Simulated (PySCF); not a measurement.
Input of a run (PBE0-D3(BJ)/def2-SVP geometry optimisation, gas phase (PySCF 2.14.0)), started from GFN2-xTB:
```
{"job": {"xc": "PBE0", "basis": "def2-SVP", "d3": "d3bj", "grid": 1, "maxiter": 40, "shake": 0.03, "kind": "geom"}, "charge": 0, "multiplicity": 2}
V     -0.023470    -0.076920    -0.047010
H      0.107400    -0.021440     1.425340
H      1.327430     0.003330    -0.398150
Cl    -0.624500     1.821250    -0.499920
Cl    -0.712010    -1.836690    -0.542390
```

Output (energies in Eh, forces in Eh/bohr):
```
step   0  E = -1864.68321564  max force = 0.081391
step   1  E = -1864.71427897  max force = 0.017958
step   2  E = -1864.71525716  max force = 0.006892
step   3  E = -1864.71548518  max force = 0.001113
step   4  E = -1864.71552464  max force = 0.001021
step   5  E = -1864.71557106  max force = 0.002501
step   6  E = -1864.71559762  max force = 0.002575
step   7  E = -1864.71561016  max force = 0.001210
step   8  E = -1864.71560992  max force = 0.000556
step   9  E = -1864.71560939  max force = 0.000469
step  10  E = -1864.71560913  max force = 0.000353
optimisation converged
```

Q: Summarise the run.

A: The energy falls by 0.881 eV over 11 energy and gradient evaluations, the largest force component goes from 0.0814 to 3.5e-04 Eh/bohr, and the atoms move by 0.132 Å rms after alignment. The bond that changes most is V1–H3 (ends: vanadium bonded to 2 Cl and 2 H; hydrogen on vanadium), which lengthens by 0.194 Å. Bonds longer at the end by more than 0.005 Å: 4 of 4; shorter: 0. Among the angles that change most is H2–V1–H3, from 99.3° to 91.4°. The energy never rose by more than 1e-6 Eh on the way. The first step brought 96 % of the lowering.

Q: What are the final bond lengths?

A: V1–H2 1.594 Å, V1–H3 1.592 Å, V1–Cl4 2.119 Å, V1–Cl5 2.118 Å. Numbering counts from 1 in the input's order; the species is VH2Cl2 (`[H][V]([H])([Cl])[Cl]`) [radical].

The run used 77 basis functions and 111 SCF cycles in all.

PBE0-D3(BJ)/def2-SVP frequencies: not computed here. ⟨S²⟩ = 0.773 (exact for a doublet: 0.75).
